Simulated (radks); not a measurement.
Spherical quantum dot in the effective-mass picture: electrons in a well V = -V0 / (1 + exp((r - R)/a)) with V0 = 24.4, R = 2.14, a = 0.16, all in effective atomic units (hartree* = m*/eps^2 hartree, bohr* = eps/m* bohr), one dielectric constant everywhere. Calculated with a radial shooting solver with Libxc functionals: non-relativistic Kohn-Sham, PBEsol, spin-polarised, spherical densities. Levels are named by radial order and angular momentum (1s, 1p, 1d, 2s, ...), and open shells are averaged over m. Each electron was tried in the lowest free levels, single moves between levels near the top were tried too, and the lowest total energy was kept; such a search can miss a lower state. The series stops at N = 31: beyond it a trial failed or the search could not be trusted, so later rows were left out. At N = 1 the Hartree and exchange-correlation terms need not cancel, so that row can carry a self-interaction error.

\begin{tabular}{lrrrrrrr}
N & open shells & 2S & E (hartree*) & mu = E(N) - E(N-1) (hartree*) & addition energy mu(N+1) - mu(N) (hartree*) & e(HOMO) (hartree*) & rms radius (bohr*) \\ \hline
1 & 1s(up 1, down 0) & 1 & -23.1166 & -23.117 & 0.8214 & -22.804 & 1.083 \\
2 & none & 0 & -45.4118 & -22.295 & 1.775 & -21.984 & 1.116 \\
3 & 1p(up 1, down 0) & 1 & -65.9318 & -20.520 & 0.6150 & -20.217 & 1.192 \\
4 & 1p(up 2, down 0) & 2 & -85.8368 & -19.905 & 0.6321 & -19.590 & 1.233 \\
5 & 1p(up 3, down 0) & 3 & -105.110 & -19.273 & 0.8220 & -18.955 & 1.261 \\
6 & 1p(up 3, down 1) & 2 & -123.561 & -18.451 & 0.5958 & -18.157 & 1.285 \\
7 & 1p(up 3, down 2) & 1 & -141.416 & -17.855 & 0.6118 & -17.551 & 1.303 \\
8 & none & 0 & -158.659 & -17.243 & 1.926 & -16.935 & 1.319 \\
9 & 1d(up 1, down 0) & 1 & -173.977 & -15.318 & 0.5810 & -15.028 & 1.343 \\
10 & 1d(up 2, down 0) & 2 & -188.713 & -14.737 & 0.5841 & -14.445 & 1.362 \\
11 & 1d(up 3, down 0) & 3 & -202.866 & -14.152 & 0.5854 & -13.860 & 1.379 \\
12 & 1d(up 4, down 0) & 4 & -216.433 & -13.567 & 0.5857 & -13.274 & 1.394 \\
13 & 1d(up 5, down 0) & 5 & -229.414 & -12.981 & 0.7522 & -12.689 & 1.407 \\
14 & 1d(up 5, down 1) & 4 & -241.643 & -12.229 & 0.5668 & -11.946 & 1.419 \\
15 & 1d(up 5, down 2) & 3 & -253.305 & -11.662 & 0.5700 & -11.378 & 1.430 \\
16 & 1d(up 5, down 3) & 2 & -264.398 & -11.092 & 0.5716 & -10.807 & 1.440 \\
17 & 1d(up 5, down 4) & 1 & -274.918 & -10.521 & 0.5722 & -10.235 & 1.449 \\
18 & none & 0 & -284.867 & -9.9486 & 1.929 & -9.6625 & 1.458 \\
19 & 2s(up 1, down 0) & 1 & -292.887 & -8.0199 & 0.7174 & -7.6781 & 1.457 \\
20 & 2s(up 1, down 0) 1f(up 1, down 0) & 2 & -300.190 & -7.3025 & 0.5506 & -7.0273 & 1.468 \\
21 & 2s(up 1, down 0) 1f(up 2, down 0) & 3 & -306.941 & -6.7519 & 0.5508 & -6.4766 & 1.478 \\
22 & 2s(up 1, down 0) 1f(up 3, down 0) & 4 & -313.143 & -6.2012 & 0.5506 & -5.9258 & 1.488 \\
23 & 2s(up 1, down 0) 1f(up 4, down 0) & 5 & -318.793 & -5.6505 & 0.5466 & -5.3617 & 1.497 \\
24 & 1f(up 6, down 0) & 6 & -323.897 & -5.1039 & 0.5277 & -4.8513 & 1.515 \\
25 & 1f(up 7, down 0) & 7 & -328.473 & -4.5761 & 0.6046 & -4.3011 & 1.522 \\
26 & 2s(up 1, down 0) 1f(up 7, down 0) & 8 & -332.445 & -3.9716 & 0.6756 & -3.6355 & 1.521 \\
27 & 2s(up 1, down 0) 1f(up 7, down 1) & 7 & -335.741 & -3.2959 & 0.5385 & -3.0268 & 1.528 \\
28 & 2s(up 1, down 0) 1f(up 7, down 2) & 6 & -338.498 & -2.7574 & 0.5225 & -2.4801 & 1.535 \\
29 & 1f(up 7, down 4) & 3 & -340.733 & -2.2349 & 0.5213 & -1.9838 & 1.550 \\
30 & 1f(up 7, down 5) & 2 & -342.446 & -1.7136 & 0.5404 & -1.4433 & 1.556 \\
31 & 1f(up 7, down 6) & 1 & -343.620 & -1.1732 & - & -0.90312 & 1.562 \\
\end{tabular}

All shells are closed at N = 2, 8, 18 (there: 1s2 1p6 1d10); the second difference of the energy has clear peaks (12 % above both neighbours; the first and last values, which can be the largest, are not judged, and half-filled shells can peak too) at N = 2, 5, 8, 13, 18.
